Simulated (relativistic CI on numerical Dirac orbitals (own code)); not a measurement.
# Level scheme of Cd XIV

These numbers are calculated, not measured: Dirac-Coulomb-Breit CI, separate exchange-only KLI orbitals for each configuration, model QED (radiative potential, 1s self-energy scaled to tabulated hydrogen-like ionisation energies), unscaled Slater integrals (own radial code, finite nucleus).

CI space (outside the closed core [Ar] 3d10): 4s²4p⁵, 4s4p⁶, 4s²4p⁴4d, 4s4p⁵4d, 4s²4p⁴4f, 4s4p⁵4f, 4p⁶4d, 4s4p⁴4d², 4s²4p⁴5s, 4s²4p³4d4f, 4s²4p⁴5p, 4p⁵4d², 4p⁴4d³, 4p⁴4d²4f, 4p⁴4d²5s. Double excitations out of closed p, d and f shells are left out; levels of such configurations are missing from the list, as are those of other unlisted configurations, and high levels can miss mixing partners. These lack a partner that the ground configuration has and come out too high: 4s²4p⁴5p.

The lowest level is 4s²4p⁵ ²P°3/2, with 99 % of that term; Hund's rules for 4s²4p⁵ give ²P° with J = 3/2, in agreement.

| No. | Configuration | Term | J | E (eV) | % | Next component (%) | jj configuration (%) |
| --- | --- | --- | --- | --- | --- | --- | --- |
| 1 | 4s²4p⁵ | ²P° | 3/2 | 0.000 | 99 | 1 4s4p⁵4d ²P° | 4p3/2^3 (99) |
| 2 | 4s²4p⁵ | ²P° | 1/2 | 7.434 | 99 | 1 4s4p⁵4d ²P° | 4p1/2 4p3/2^4 (99) |
| 3 | 4s4p⁶ | ²S | 1/2 | 43.816 | 79 | 19 4s²4p⁴4d ²S | 4s (79) |
| 4 | 4s²4p⁴4d | ⁴D | 5/2 | 57.769 | 72 | 10 ²D | 4p3/2^2 4d3/2 (67) |
| 5 | 4s²4p⁴4d | ⁴D | 3/2 | 57.815 | 61 | 17 ²D | 4p3/2^2 4d3/2 (88) |
| 6 | 4s²4p⁴4d | ⁴D | 7/2 | 58.436 | 74 | 16 ⁴F | 4p3/2^2 4d5/2 (65) |
| 7 | 4s²4p⁴4d | ⁴D | 1/2 | 58.474 | 44 | 42 ²P | 4p3/2^2 4d3/2 (56) |
| 8 | 4s²4p⁴4d | ⁴F | 9/2 | 60.883 | 80 | 18 ²G | 4p3/2^2 4d5/2 (95) |
| 9 | 4s²4p⁴4d | ²F | 7/2 | 61.439 | 43 | 26 ⁴F | 4p3/2^2 4d3/2 (74) |
| 10 | 4s²4p⁴4d | ²D | 3/2 | 63.033 | 44 | 29 ⁴P | 4p3/2^2 4d3/2 (59) |
| 11 | 4s²4p⁴4d | ⁴P | 1/2 | 63.190 | 47 | 41 ²P | 4p3/2^2 4d5/2 (45) |
| 12 | 4s²4p⁴4d | ⁴D | 1/2 | 63.797 | 48 | 35 ⁴P | 4p1/2 4p3/2^3 4d3/2 (76) |
| 13 | 4s²4p⁴4d | ⁴F | 5/2 | 65.069 | 76 | 10 ²D | 4p1/2 4p3/2^3 4d3/2 (48) |
| 14 | 4s²4p⁴4d | ⁴F | 3/2 | 65.262 | 53 | 21 ²D | 4p1/2 4p3/2^3 4d3/2 (35) |
| 15 | 4s²4p⁴4d | ²P | 3/2 | 65.547 | 31 | 26 ⁴D | 4p1/2 4p3/2^3 4d3/2 (74) |
| 16 | 4s²4p⁴4d | ⁴P | 5/2 | 65.744 | 54 | 21 ²F | 4p3/2^2 4d5/2 (68) |
| 17 | 4s²4p⁴4d | ⁴F | 7/2 | 67.036 | 48 | 27 ²F | 4p1/2 4p3/2^3 4d5/2 (87) |
| 18 | 4s²4p⁴4d | ²P | 3/2 | 67.965 | 43 | 29 ⁴P | 4p1/2 4p3/2^3 4d5/2 (93) |
| 19 | 4s²4p⁴4d | ²D | 5/2 | 68.525 | 57 | 15 ²F | 4p1/2 4p3/2^3 4d5/2 (42) |
| 20 | 4s²4p⁴4d | ²G | 7/2 | 68.927 | 63 | 30 ²F | 4p1/2 4p3/2^3 4d3/2 (94) |
| 21 | 4s²4p⁴4d | ²F | 5/2 | 69.449 | 80 | 15 ⁴P | 4p1/2 4p3/2^3 4d5/2 (58) |
| 22 | 4s²4p⁴4d | ²G | 9/2 | 69.917 | 80 | 18 ⁴F | 4p1/2 4p3/2^3 4d5/2 (95) |
| 23 | 4s²4p⁴4d | ²F | 5/2 | 71.426 | 56 | 30 ²D | 4p1/2 4p3/2^3 4d5/2 (69) |
| 24 | 4s²4p⁴4d | ²F | 7/2 | 73.165 | 87 | 5 ²G | 4p1/2 4p3/2^3 4d5/2 (92) |
| 25 | 4s²4p⁴4d | ²D | 3/2 | 76.860 | 70 | 14 ⁴F | 4p3/2^4 4d3/2 (34) |
| 26 | 4s²4p⁴4d | ²S | 1/2 | 79.647 | 72 | 16 4s4p⁶ ²S | 4p1/2 4p3/2^3 4d3/2 (46) |
| 27 | 4s²4p⁴4d | ²D | 5/2 | 80.965 | 68 | 13 ²F | 4p3/2^4 4d5/2 (81) |
| 28 | 4s²4p⁴4d | ²P | 3/2 | 82.732 | 78 | 19 ²D | 4p1/2 4p3/2^3 4d3/2 (60) |
| 29 | 4s²4p⁴4d | ²D | 5/2 | 83.650 | 94 | 2 ²F | 4p1/2 4p3/2^3 4d3/2 (51) |
| 30 | 4s²4p⁴4d | ²P | 1/2 | 85.699 | 92 | 5 ²S | 4p1/2 4p3/2^3 4d5/2 (70) |
| 31 | 4s²4p⁴4d | ²D | 3/2 | 90.470 | 84 | 11 ²P | 4p3/2^4 4d3/2 (47) |
| 32 | 4s4p⁵4d | ⁴P° | 1/2 | 107.521 | 97 | 3 ⁴D° | 4s 4p3/2^3 4d3/2 (92) |
| 33 | 4s4p⁵4d | ⁴P° | 3/2 | 108.422 | 87 | 12 ⁴D° | 4s 4p3/2^3 4d3/2 (72) |
| 34 | 4s4p⁵4d | ⁴F° | 9/2 | 108.658 | 93 | 7 4s²4p⁴4f ⁴F° | 4s 4p3/2^3 4d5/2 (93) |
| 35 | 4s4p⁵4d | ⁴F° | 7/2 | 109.040 | 79 | 9 ⁴D° | 4s 4p3/2^3 4d3/2 (61) |
| 36 | 4s4p⁵4d | ⁴F° | 5/2 | 109.511 | 40 | 27 ⁴D° | 4s 4p3/2^3 4d3/2 (72) |
| 37 | 4s4p⁵4d | ⁴P° | 5/2 | 110.818 | 53 | 32 ⁴F° | 4s 4p3/2^3 4d5/2 (56) |
| 38 | 4s4p⁵4d | ⁴F° | 3/2 | 111.393 | 66 | 11 ⁴D° | 4s 4p3/2^3 4d3/2 (47) |
| 39 | 4s4p⁵4d | ⁴D° | 7/2 | 114.128 | 74 | 17 ²F° | 4s 4p3/2^3 4d5/2 (85) |
| 40 | 4s4p⁵4d | ⁴D° | 1/2 | 114.517 | 82 | 9 ²P° | 4s 4p3/2^3 4d3/2 (58) |
| 41 | 4s4p⁵4d | ⁴D° | 5/2 | 115.394 | 42 | 21 ²D° | 4s 4p3/2^3 4d3/2 (42) |
| 42 | 4s4p⁵4d | ⁴D° | 3/2 | 116.058 | 67 | 14 ⁴F° | 4s 4p1/2 4p3/2^4 4d3/2 (42) |
| 43 | 4s4p⁵4d | ²D° | 3/2 | 118.090 | 70 | 15 ²P° | 4s 4p3/2^3 4d5/2 (58) |
| 44 | 4s4p⁵4d | ²F° | 7/2 | 118.377 | 83 | 8 ⁴D° | 4s 4p3/2^3 4d5/2 (41) |
| 45 | 4s4p⁵4d | ²D° | 5/2 | 118.490 | 59 | 23 ²F° | 4s 4p3/2^3 4d5/2 (50) |

Energies count from the lowest computed level; ° marks odd parity. Filled j subshells are mostly left out of the jj labels.

The mean weight of the leading LS term, summed over parents, in these 45 levels is 68 %, and that of the leading jj configuration (from the same eigenvectors) 67 %.

At this charge energies of transitions that change n are usually good to better than 1 %, and those within a shell (Δn = 0) to a few per cent.

LS names give the leading component of a level, which can be under half, so a name can repeat, a term be missing and a line seem to break the LS rules.
